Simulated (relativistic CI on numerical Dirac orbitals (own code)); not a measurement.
## Hyperfine structure of Sm57+, mass number 149

Method of calculation: Dirac-Coulomb-Breit CI, separate exchange-only KLI orbitals for each configuration, a model potential for QED, unscaled Slater integrals (own radial code, finite nucleus).

CI space (outside the closed core 1s2): 2s²2p, 2s2p², 2p³, 2p²3s, 2p²3p, 2p²3d, 2s²3s, 2s²3p, 2s²3d, 2s2p3s, 2s2p3p, 2s2p3d, 2s²4s, 2s²4p, 2s²4d, 2s²4f. Levels of other configurations are missing.

Nuclear spin I = 7/2, μ = -0.6677 μN, Q = 0.075 b (tables of Stone and Pyykkö). The electronic factors are computed for point nuclear moments, without core polarisation or the Bohr-Weisskopf and QED corrections.

```csv
Level,E (eV),A (GHz),B (GHz)
2s²2p ²P°1/2,0.00,-681.8,
2s2p² ⁴P1/2,202.64,-2090,
2s²2p ²P°3/2,659.86,-93.7,70.6
2s2p² ⁴P3/2,800.81,-526,55.7
2s2p² ²D5/2,837.23,-614.2,55.2
2s2p² ²P1/2,895.61,741.5,
2s2p² ²D3/2,897.09,-4.697,39.5
2s2p² ⁴P5/2,1479.00,-502.3,15.1
```

Levels with J = 0, under 50 % of one LS term, or S terms without an open s electron are left out. Small factors come from cancelling terms and can be off by tens of per cent or more.

At this charge energies of transitions that change n are usually good to better than 1 %, and those within a shell (Δn = 0) to a few per cent.

Give the hyperfine levels of 2s²2p ²P°1/2 relative to its centre of gravity.

With K = F(F + 1) − I(I + 1) − J(J + 1), E = AK/2: F = 3: 1534, F = 4: -1193 GHz.

LS names give the leading component of a level, which can be under half, so a name can repeat, a term be missing and a line seem to break the LS rules.
